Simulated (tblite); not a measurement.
C₄H₈BNSi₂.
SMILES with atom numbers: `[BH2:1][Si@H:2]([C:3]#[C:4][C:5]#[CH:6])[SiH2:7][NH2:8]` (hydrogens: H9, H10 on B1; H11 on Si2; H12 on C6; H13, H14 on Si7; H15, H16 on N8)

Computed with GFN2-xTB (tblite), gas phase: L-BFGS steps from a force-field or distance-geometry start until the largest atomic force falls under 0.01 eV/Å.

The end geometry, which sets the zero of energy:
```
atom  x, y, z in Å
B1     -1.1736   -2.6426    0.3697
Si2    -0.7438   -0.8904   -0.3309
C3      1.0383   -0.4310   -0.0832
C4      2.2031   -0.1483    0.1179
C5      3.5069    0.1670    0.3309
C6      4.6657    0.4432    0.5183
Si7    -1.9866    0.7537    0.7655
N8     -1.6423    2.2257   -0.0586
H9     -0.5818   -3.1125    1.2638
H10    -2.0945   -3.2464   -0.0292
H11    -0.8884   -0.7022   -1.7942
H12     5.6730    0.6825    0.6833
H13    -1.7195    0.7901    2.2178
H14    -3.4413    0.6060    0.6346
H15    -0.6861    2.4493   -0.2817
H16    -2.1367    3.0649    0.1995
```

**Question.** These geometries come from the run, each turned onto the end geometry. Order them by energy, lowest first.
A.
```
atom  x, y, z in Å
B1     -0.9900   -2.6098    0.4333
Si2    -0.8099   -0.8217   -0.3432
C3      0.9961   -0.4138   -0.1874
C4      2.1785   -0.1873   -0.0183
C5      3.4925    0.0534    0.2220
C6      4.6564    0.2558    0.4624
Si7    -2.0429    0.8259    0.7285
N8     -1.7285    2.3631    0.0093
H9     -1.5000   -2.7808    1.4706
H10    -0.5862   -3.5674   -0.0971
H11    -1.0169   -0.7966   -1.8105
H12     5.6635    0.4216    0.6979
H13    -1.7749    0.7641    2.1834
H14    -3.4970    0.6972    0.5712
H15    -0.7690    2.6488   -0.1007
H16    -2.2792    3.1564    0.3020
```
B.
```
atom  x, y, z in Å
B1     -1.1619   -2.6474    0.3756
Si2    -0.7422   -0.8984   -0.3434
C3      1.0366   -0.4282   -0.0975
C4      2.2006   -0.1523    0.1172
C5      3.5044    0.1569    0.3356
C6      4.6630    0.4300    0.5270
Si7    -1.9723    0.7564    0.7543
N8     -1.6477    2.2463   -0.0464
H9     -0.5966   -3.0899    1.3023
H10    -2.0631   -3.2732   -0.0333
H11    -0.9144   -0.7040   -1.8021
H12     5.6717    0.6697    0.6779
H13    -1.6992    0.7752    2.2059
H14    -3.4229    0.6022    0.6054
H15    -0.6972    2.4952   -0.2664
H16    -2.1664    3.0706    0.2115
```
C.
```
atom  x, y, z in Å
B1     -1.0731   -2.6829    0.3470
Si2    -0.8123   -0.8605   -0.2758
C3      0.9549   -0.4040    0.0639
C4      2.1386   -0.1591    0.1849
C5      3.4564    0.1221    0.3453
C6      4.6334    0.3703    0.4266
Si7    -2.0591    0.8048    0.7816
N8     -1.6533    2.2584   -0.0527
H9     -0.9095   -2.9695    1.4697
H10    -1.4432   -3.5279   -0.3804
H11    -0.8344   -0.7060   -1.7549
H12     5.6555    0.5860    0.5191
H13    -1.7514    0.8974    2.2219
H14    -3.5258    0.7253    0.6741
H15    -0.6849    2.4345   -0.2720
H16    -2.0994    3.1201    0.2254
```
D.
```
atom  x, y, z in Å
B1     -1.1508   -2.5030    0.3895
Si2    -0.8495   -0.8131   -0.5015
C3      0.9684   -0.4320   -0.1663
C4      2.1267   -0.2085    0.0462
C5      3.4536    0.0172    0.2945
C6      4.6352    0.2289    0.4904
Si7    -2.0018    0.7913    0.6364
N8     -1.6845    2.3428   -0.0289
H9     -1.4862   -2.4625    1.5006
H10    -0.4800   -3.3899    0.0649
H11    -1.1280   -0.7956   -1.9407
H12     5.6498    0.4189    0.6565
H13    -1.5990    0.7808    2.0509
H14    -3.4104    0.3788    0.5270
H15    -0.7370    2.6283    0.1523
H16    -2.3141    3.0266    0.3517
```
E.
```
atom  x, y, z in Å
B1     -1.1535   -2.6610    0.3805
Si2    -0.7597   -0.8973   -0.3194
C3      1.0156   -0.4267   -0.0681
C4      2.1803   -0.1509    0.1384
C5      3.4864    0.1562    0.3454
C6      4.6536    0.4174    0.4949
Si7    -1.9779    0.7744    0.7482
N8     -1.6476    2.2620   -0.0535
H9     -0.6353   -3.0685    1.3512
H10    -1.9580   -3.3510   -0.1248
H11    -0.8923   -0.7028   -1.7815
H12     5.6654    0.6459    0.6465
H13    -1.6990    0.7929    2.1972
H14    -3.4300    0.6217    0.6114
H15    -0.6965    2.5122   -0.2687
H16    -2.1592    3.0843    0.2259
```

**Answer.** B (0.003 eV), E (0.008 eV), C (0.052 eV), A (0.122 eV), D (0.510 eV).

In the order of the answer:

| step | E above end (eV) | largest force (eV/Å) | rms force component (eV/Å) | rms distance from end (Å) | rms bond change (Å) | bond most changed (Å) |
| --- | --- | --- | --- | --- | --- | --- |
| 96 | 0.003 | 0.05 | 0.017 | 0.028 | 0.001 | Si7–H14 -0.002 |
| 91 | 0.008 | 0.08 | 0.026 | 0.066 | 0.002 | Si2–Si7 -0.007 |
| 76 | 0.052 | 0.15 | 0.048 | 0.246 | 0.003 | B1–Si2 +0.008 |
| 30 | 0.122 | 0.09 | 0.034 | 0.487 | 0.007 | B1–Si2 +0.022 |
| 3 | 0.510 | 2.37 | 0.568 | 0.541 | 0.018 | Si2–Si7 -0.055 |

What follows is the cost of the whole relaxation. The run took 1.6 s of wall time on Arm Neoverse N1, one thread (shared host).
